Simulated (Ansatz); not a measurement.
Relaxation of a periodic cell of 17 atoms, Si₁₆B (host Si, host structure diamond, interstitial B), to a largest force component of 0.08 eV/Å in at most 25 steps.

Method: Ansatz, DFT PBE-D3(BJ), scalar-relativistic, plane waves, PAW. Settings: cutoff 420 eV, k mesh 2x2x2, fermi-dirac smearing 0.02 eV, spin collinear.

```xyz
17
Lattice="0.0000 5.4300 5.4300 5.4300 0.0000 5.4300 5.4300 5.4300 0.0000" Properties=species:S:1:pos:R:3
Si 0.000 0.000 0.000
Si 1.357 1.357 1.357
Si 2.715 2.715 0.000
Si 4.072 4.072 1.357
Si 2.715 0.000 2.715
Si 4.072 1.357 4.072
Si 5.430 2.715 2.715
Si 6.787 4.072 4.072
Si 0.000 2.715 2.715
Si 1.357 4.072 4.072
Si 2.715 5.430 2.715
Si 4.072 6.787 4.072
Si 2.715 2.715 5.430
Si 4.072 4.072 6.787
Si 5.430 5.430 5.430
Si 6.787 6.787 6.787
B 2.684 2.671 2.710
```

Task: Where does it end, and by what steps?

Result: The forces met the threshold. The threshold is loose, so the end isn't yet a minimum. Limits of this set-up: coarse k mesh. After 2 steps the energy has fallen by 0.083 eV; Si4 moved furthest, 0.06 Å.

| step | energy less start (eV) | largest force component (eV/Å) | accepted |
| --- | --- | --- | --- |
| 0 | 0.0000 | 0.378 | yes |
| 1 | -0.0676 | 0.152 | yes |
| 2 | -0.0827 | 0.023 | yes |

```xyz
17
Lattice="0.0000 5.4300 5.4300 5.4300 0.0000 5.4300 5.4300 5.4300 0.0000" Properties=species:S:1:pos:R:3
Si -0.012 -0.016 -0.001
Si 1.381 1.382 1.380
Si 2.715 2.716 -0.027
Si 4.036 4.036 1.394
Si 2.716 -0.026 2.713
Si 4.043 1.389 4.042
Si 5.457 2.718 2.716
Si 6.792 4.070 4.070
Si -0.027 2.716 2.713
Si 1.391 4.040 4.040
Si 2.718 5.457 2.716
Si 4.068 6.793 4.068
Si 2.718 2.719 5.458
Si 4.073 4.074 6.789
Si 5.435 5.437 5.430
Si 6.795 6.795 6.796
B 2.684 2.671 2.712
```

Whether the end is a true minimum wasn't checked by a vibrational analysis.

Run time: 27 s on 1 thread of AMD EPYC 9R14 (Zen 4) (shared host), peak memory 0.74 GiB.
